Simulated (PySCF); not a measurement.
PySCF 2.14 output of an unrestricted M06 calculation on a single atom or ion in ANO-RCC-VTZP (7s6p4d2f1g, 68 functions), with scalar relativity by spin-free X2C-1e:

```
SCF conv_tol = 1e-09
number electrons alpha = 25  beta = 23
    Y. Zhao and D. G. Truhlar.,  Theor. Chem. Acc. 120, 215 (2008)
    Y. Zhao and D. G. Truhlar.,  Theor. Chem. Acc. 120, 215 (2008)
cycle= 1 E= -5593.48318375571  delta_E= -0.0101  |g|= 0.0231  |ddm|= 0.143
cycle= 2 E= -5593.48322694232  delta_E= -4.32e-05  |g|= 0.00676  |ddm|= 0.0316
cycle= 3 E= -5593.48322679016  delta_E= 1.52e-07  |g|= 0.00121  |ddm|= 0.00923
cycle= 4 E= -5593.48322700914  delta_E= -2.19e-07  |g|= 0.000648  |ddm|= 0.00108
cycle= 5 E= -5593.48322709596  delta_E= -8.68e-08  |g|= 5.49e-05  |ddm|= 0.000356
cycle= 6 E= -5593.48322709778  delta_E= -1.83e-09  |g|= 6.87e-06  |ddm|= 8.41e-05
cycle= 7 E= -5593.48322709785  delta_E= -7.09e-11  |g|= 1.86e-06  |ddm|= 2.16e-05
converged SCF energy = -5593.48322709785  <S^2> = 2.0010844  2S+1 = 3.0007229
```

The run itself started from symmetry-adapted Hartree-Fock orbitals and held the occupation by maximum overlap, on a logarithmic radial grid, so the iterations belong to that start.

Which element, charge and spin multiplicity is this?

Cd (cadmium, neutral), multiplicity 3; the state was [Kr] 4d9 5s2 5p1, one real determinant (an excited configuration).

⟨L²⟩ = 8.00 against 12 for a pure F term, so this real determinant mixes terms.
